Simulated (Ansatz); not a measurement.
Basis sets compared for Li₆Al. Total charge 0; doublet. Geometry PBE0-D4/def2-TZVP. Ansatz on 4 threads of Arm Neoverse V2 on a shared host; times are rough, and most runs start from earlier orbitals.

```xyz
7

Al   -0.5995   -0.2673   -0.0910
Li    0.3963    0.5037    2.1692
Li   -1.5320    2.1280   -0.4270
Li   -1.0219   -2.2758    1.5702
Li    1.6488   -1.5431    0.0103
Li   -0.2482    0.0038   -2.6442
Li    1.3566    1.4509   -0.5874
```

The structure comes from a short search, and lower isomers may exist.

Binding counts from free atoms (Al doublet, Li doublet) in the same basis, without a counterpoise term.

```csv
level,functions,energy (Eh),HOMO (eV),LUMO (eV),binding per atom (eV),wall time
PBE-D4/def2-SVP,72,-287.1805,-2.56,-2.07,1.23,1.2 s
PBE-D4/def2-TZVP (with forces),121,-287.3034,-2.62,-2.09,1.18,1.7 s
r2SCAN-D4/def2-TZVP,121,-287.5088,-2.66,-1.77,1.17,3.9 s
PBE0-D4/def2-SVP,72,-287.2238,-2.92,-1.57,1.18,2 s
PBE0-D4/def2-TZVP,121,-287.3448,-2.99,-1.58,1.14,4 s
```

(1) Estimate the rows for PBE-D4/def2-TZVPD, r2SCAN-D4/def2-TZVPD, PBE0-D4/def2-TZVPD.

Results:

(1) 
| level | functions | energy (Eh) | HOMO (eV) | LUMO (eV) | binding per atom (eV) | wall time |
| --- | --- | --- | --- | --- | --- | --- |
| PBE-D4/def2-TZVPD | 145 | -287.3049 | -2.64 | -2.11 | 1.19 | 2.2 s |
| r2SCAN-D4/def2-TZVPD | 145 | -287.5104 | -2.67 | -1.80 | 1.18 | 5.5 s |
| PBE0-D4/def2-TZVPD | 145 | -287.3464 | -3.00 | -1.61 | 1.15 | 3 s |
